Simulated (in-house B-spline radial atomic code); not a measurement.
## Functionals against ionisation energies along an isoelectronic series: Sm to Tb³⁺

Ionisation energies as differences of self-consistent total energies from a B-spline radial code for spherical atoms: all electrons, radial basis limit, scalar-relativistic (one-electron X2C), spin-polarised at highest spin, spherical densities; exact exchange is averaged over the determinants of each configuration. No spin-orbit coupling, Breit or QED terms. NIST's values run from ground level to ground level, so in open shells the differences also hold multiplet and fine-structure energies that spherical high-spin averages miss. Columns give computed minus NIST, in eV; a star marks a semi-empirical value. Species are left out where the tabulated value is theory, is uncertain by more than 0.12 eV, or (13 ions, such as In⁴⁺, Te⁴⁺ and Bi⁴⁺) lies off its series for all methods alike, which flatters the means a little.

```tsv
species	shell	NIST (eV)	LDA exchange-only	PBEsol	BLYP	BP86	wB97X
Sm	6s	5.64	-0.94	-0.11	-0.05	+0.06	+0.14
Eu⁺	6s	11.24 ± 0.006*	?	?	?	?	?
Gd²⁺	5d	20.54 ± 0.03*	-1.12	-0.22	-0.28	-0.18	-0.63
Tb³⁺	4f	39.33 ± 0.04*	-0.21	+1.55	+1.33	+1.66	+0.49
```

Q: What are the differences for Eu⁺ ([Xe] 4f7 6s1)?

A: LDA exchange-only -0.17; PBEsol +0.21; BLYP +0.31; BP86 +0.32; wB97X -0.42 eV.

Q: How do the methods rank, and which species is hardest?

A: Mean absolute (signed) differences: wB97X 0.42 (-0.10) eV; BLYP 0.49 (+0.32) eV; PBEsol 0.52 (+0.36) eV; BP86 0.56 (+0.46) eV; LDA exchange-only 0.61 (-0.61) eV. For Tb³⁺, which loses a 4f electron, the nearest method is off by -0.21 eV, the largest such miss.
